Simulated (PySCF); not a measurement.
Si(H)(F)2(Et) (C2H6F2Si), SMILES CC[SiH](F)F. Atoms are numbered in the order given.

```xyz
11

Si     0.6381    -0.4142     0.0000
F      1.0215     0.4808     1.2954
F      1.0215     0.4808    -1.2954
C     -1.1852    -0.7382     0.0000
C     -2.0248     0.5458     0.0000
H      1.5025    -1.6182     0.0000
H     -1.4206    -1.3639    -0.8809
H     -1.4206    -1.3639     0.8809
H     -3.1031     0.3232     0.0000
H     -1.8092     1.1610    -0.8877
H     -1.8092     1.1610     0.8877
```
Charge 0, spin multiplicity 1.

Coordinates come from a r2SCAN-D4/def2-SVP optimisation. One conformer was computed; it need not be the lowest.

Level of theory: PBE/def2-TZVP in PySCF.

Estimate the frontier levels, gap, dipole moment and polarisability. (Estimate from the structure and the level; the computed values follow.)


```yaml
highest_occupied_level: -7.50 eV
lowest_empty_level: -0.05 eV
orbital_gap: 7.45 eV
dipole_moment: 2.20 D
quadrupole, principal values (traceless, Buckingham form, about the centre of nuclear charge): -2.66, 0.16, 2.50 D·Å
mean_static_polarisability: 49.2 bohr³ (7.29 Å³)
polarisability_principal_values: 44.3, 46.4, 56.8 bohr³
```
